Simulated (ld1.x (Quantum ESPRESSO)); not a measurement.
## Au (Z = 79): variants of one TM potential

Base potential:

gold, norm-conserving Troullier–Martins (Kleinman–Bylander form), made with ld1.x (Quantum ESPRESSO) 7.5 (PBE, scalar-relativistic). Core [Xe] 4f14, reference 5d9 6s2 6p0. Waves: 6s (bound): rc 2.05 bohr; 6p (bound, empty): rc 3.20 bohr; 5d (bound): rc 1.85 bohr; 5f channel at -0.15 Ry: rc 2.90 bohr. Local part: all-electron potential smoothed inside 3.00 bohr (lloc = -1). Core correction: a·sin(br)/r model core, default radius (core density twice the valence density).

Cutoffs, loose and tight: the cutoffs (Ry, on a coarse ladder) from which the occupation-weighted sum of valence levels, in a spherical-Bessel basis at the reference potential, stays within 10 and 1 mRy of its value at 400 Ry. They do not see the model core or the augmentation charge, which bear on the density cutoff. Test errors are all-electron minus pseudo excitation energies from the reference, over the configurations 5d10 6s1 6p0; 5d10 6s0 6p0; 5d9 6s0 6p0; 5d9 6s1 6p1; 5d10 6s0.5 6p0; 5d7 6s0 6p0; 5d8 6s0 6p0. A dash means not determined; rows that change the core or the reference have their own tests.

A true bound ghost makes a file unfit for plane-wave use even where its test errors are small: the radial tests pick states by their node count and pass the ghost by.

The default core radius of the base comes out at 1.04 bohr.

| change | outcome | cutoff, loose | cutoff, tight | bound ghosts | largest test error (meV) |
| --- | --- | --- | --- | --- | --- |
| base | generated | 45 Ry | 70 Ry | none | -615 |
| wave 5f channel at -0.15 Ry: rc 2.90 bohr becomes 5f channel at 1.08 Ry: rc 2.90 bohr | generated | 45 Ry | 70 Ry | none | -615 |
| all radii but the core radius scaled by about 1.36 (s 2.80, p 4.36, d 2.52, f 3.96 bohr); local potential all-electron potential smoothed inside 4.10 bohr (lloc = -1) | generated | 35 Ry | 50 Ry | s | -1104 |
| local potential all-electron potential smoothed inside 3.18 bohr (lloc = -1) | generated | 45 Ry | 70 Ry | none | -668 |
| core correction a·sin(br)/r model core inside 1.92 bohr | generated | 45 Ry | 70 Ry | none | -569 |
| wave 5f channel at -0.15 Ry: rc 2.90 bohr becomes 5f channel at -0.15 Ry: rc 2.70 bohr | generated | 45 Ry | 70 Ry | none | -615 |
| wave 6p (bound): rc 3.20 bohr becomes 6p (bound): rc 4.74 bohr | generated | 45 Ry | 70 Ry | none | -615 |
| wave 5d (bound): rc 1.85 bohr becomes 5d (bound): rc 1.72 bohr | generated | 45 Ry | 70 Ry | none | -615 |
| local potential the s channel | generated | 45 Ry | 70 Ry | none | -578 |
| core correction a·sin(br)/r model core inside 1.82 bohr | generated | 45 Ry | 70 Ry | none | -587 |

Problem. What comes out with this change to the base: type RRKJ; local potential the s channel; rho0 0.001?

Solution. outcome: generated; cutoff, loose: 40 Ry; cutoff, tight: 50 Ry; bound ghosts: none; largest test error (meV): -572.

Problem. What comes out with this change to the base: local potential all-electron potential smoothed inside 1.16 bohr (lloc = -1)?

Solution. outcome: generated; cutoff, loose: 45 Ry; cutoff, tight: 55 Ry; bound ghosts: s, p; largest test error (meV): -259.

Problem. What comes out with this change to the base: wave 6s (bound): rc 2.05 bohr becomes 6s (bound): rc 1.42 bohr?

Solution. outcome: generated; cutoff, loose: 110 Ry; cutoff, tight: 300 Ry; bound ghosts: s; largest test error (meV): -859.
